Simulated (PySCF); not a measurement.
Gas-phase reaction: 2 SbF₅ + 3 Cl₂ → 2 SbCl₃ + 5 F₂, at 500 K and a standard pressure of 1 bar. Level: CCSD(T)/def2-TZVPP†.

Method: PySCF energies plus ideal-gas RRHO corrections (1 bar). † marks an energy on the PBE0/def2-TZVP geometry and frequencies. CCSD(T) freezes the core. All species are closed-shell singlets. Sb: scalar-relativistic def2 core potential, no spin-orbit coupling. CCSD(T) isn't extrapolated to the basis-set limit; its ΔH°(298 K) is 1633.8 kJ in def2-SVP and 1831.3 kJ in def2-TZVPP. The harmonic model lacks anharmonicity and excited electronic states, which grow with temperature; levels with a mode under 35 cm⁻¹ are left out. Soft modes under 120 cm⁻¹ make the harmonic entropy rough for SbF₅, SbCl₃.

| species | E (Ha) | H(500 K) − E (kJ/mol) | S°(500 K) (J/mol/K) |
|---|---|---|---|
| SbF₅ | -738.38681 | 74.2 | 403.8 |
| Cl₂ | -919.41351 | 19.6 | 240.8 |
| SbCl₃ | -1618.89534 | 42.9 | 380.2 |
| F₂ | -199.30442 | 21.7 | 218.2 |
E: electronic energy; H − E holds the zero-point and thermal terms. 1 Ha = 2625.5 kJ/mol.

Work out ΔH°, ΔS°, ΔG° and log10 K from these numbers.

1. ΔE = 2×(-1618.89534) + 5×(-199.30442) − 2×(-738.38681) − 3×(-919.41351) = 0.70137 Ha = 1841.4 kJ.
2. Δ(H − E) = 2×(42.9) + 5×(21.7) − 2×(74.2) − 3×(19.6) = -12.9 kJ, so ΔH° = 1828.5 kJ.
3. ΔS° = 2×(380.2) + 5×(218.2) − 2×(403.8) − 3×(240.8) = 321.4 J/K; the number of gas molecules changes by +2.
4. ΔG° = ΔH° − TΔS° = 1828.5 − 500×(321.4)/1000 = 1667.8 kJ.
5. log10 K = −ΔG°/(RT ln 10) = -174.27, with RT ln 10 = 9.57 kJ/mol; at standard pressures the reactants are favoured.
6. A shift of 10 kJ in ΔE would move log10 K by 1.04 here.
For scale, ΔH°(298 K) is 1831 kJ at this level, 1846 kJ at ωB97M-V/def2-TZVP†, and runs from 1510 to 2000 kJ over the 17 levels computed.
